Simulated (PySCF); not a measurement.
Job for PySCF: D3(BJ) and D4 dispersion corrections on BFH2O (SMILES OBF), a point of a torsion scan.

```python
from pyscf import gto
from pyscf.dispersion import dftd3, dftd4

mol = gto.M(
    atom='''
    O     0.93676122   -0.03287946   -0.39264278
    B    -0.33972384    0.30646427   -0.33818871
    F    -0.83439535    0.86224590    0.77001002
    H     1.37390353   -0.27666125    0.42462143
    H    -1.00813459    0.29740491   -1.29670872
    ''',
    basis='def2-svp',
    charge=0, spin=0, verbose=0, max_memory=1800)
d3, d4 = {}, {}
for xc in ['hf', 'pbe', 'blyp', 'revpbe', 'tpss', 'r2scan', 'b3lyp', 'pbe0', 'bhlyp', 'camb3lyp', 'b2plyp']:
    d3[xc] = float(dftd3.DFTD3Dispersion(mol, xc=xc, version='d3bj', atm=False).get_dispersion()['energy'])
    print(f'D3(BJ) {xc:10s} {d3[xc]:14.8f} Eh')
for xc in ['hf', 'pbe', 'blyp', 'revpbe', 'tpss', 'r2scan', 'b3lyp', 'pbe0', 'bhlyp', 'camb3lyp', 'b2plyp']:
    d4[xc] = float(dftd4.DFTD4Dispersion(mol, xc={'camb3lyp': 'cam-b3lyp'}.get(xc, xc), atm=True).get_dispersion()['energy'])
    print(f'D4     {xc:10s} {d4[xc]:14.8f} Eh')
```

Output:

```
D3(BJ) hf            -0.01611729 Eh
D3(BJ) pbe           -0.00158073 Eh
D3(BJ) blyp          -0.00334197 Eh
D3(BJ) revpbe        -0.00433826 Eh
D3(BJ) tpss          -0.00193026 Eh
D3(BJ) r2scan        -0.00039033 Eh
D3(BJ) b3lyp         -0.00269910 Eh
D3(BJ) pbe0          -0.00129149 Eh
D3(BJ) bhlyp         -0.00204180 Eh
D3(BJ) camb3lyp      -0.00107904 Eh
D3(BJ) b2plyp        -0.00118189 Eh
D4     hf            -0.00656274 Eh
D4     pbe           -0.00150520 Eh
D4     blyp          -0.00354040 Eh
D4     revpbe        -0.00590615 Eh
D4     tpss          -0.00205102 Eh
D4     r2scan        -0.00034616 Eh
D4     b3lyp         -0.00243163 Eh
D4     pbe0          -0.00122535 Eh
D4     bhlyp         -0.00161185 Eh
D4     camb3lyp      -0.00120212 Eh
D4     b2plyp        -0.00103403 Eh
```

The run finished.

Cost: roughly 0.020 core-seconds.
